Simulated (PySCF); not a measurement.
## Ruthenium: a sound run and one with changed settings

Sound run: Ru [Kr] 4d7 5s1, Ru⁺ [Kr] 4d7. All numbers are calculated (PySCF 2.14, scalar relativity by spin-free X2C-1e, in x2c-TZVPall). In the sound run the correlated levels freeze [Kr]. The sound run starts from symmetry-adapted Hartree-Fock orbitals and uses a fine grid where one is needed.

Changed run: basis STO-3G, all-electron and non-relativistic. This setting is unsound on purpose.

```
species  method  sound run (hartree)  changed run (hartree)  converged
     Ru     UHF          -4527.98760            -4397.52156        yes
     Ru    TPSS          -4530.14682            -4399.05077        yes
     Ru  r2SCAN          -4530.32518            -4399.37567        yes
     Ru     MP2          -4528.13028            -4397.52310        yes
    Ru⁺     UHF          -4527.75618            -4397.40597        yes
    Ru⁺    TPSS          -4529.86965            -4398.91128        yes
    Ru⁺  r2SCAN          -4530.04364            -4399.23401        yes
    Ru⁺     MP2          -4527.87671            -4397.40674        yes
```

Ionisation energy of Ru:

| method | sound run (eV) | changed run (eV) |
| --- | --- | --- |
| UHF | 6.297 | 3.145 |
| TPSS | 7.542 | 3.796 |
| r2SCAN | 7.661 | 3.855 |
| MP2 | 6.900 | 3.166 |
| SCS-MP2 | 6.709 | 3.169 |

A minimal basis cannot let orbitals breathe on ionisation and holds almost no correlation. The Hamiltonian changed with the basis, so the totals do not compare.

For comparison, NIST gives 7.361 eV between the lowest levels.
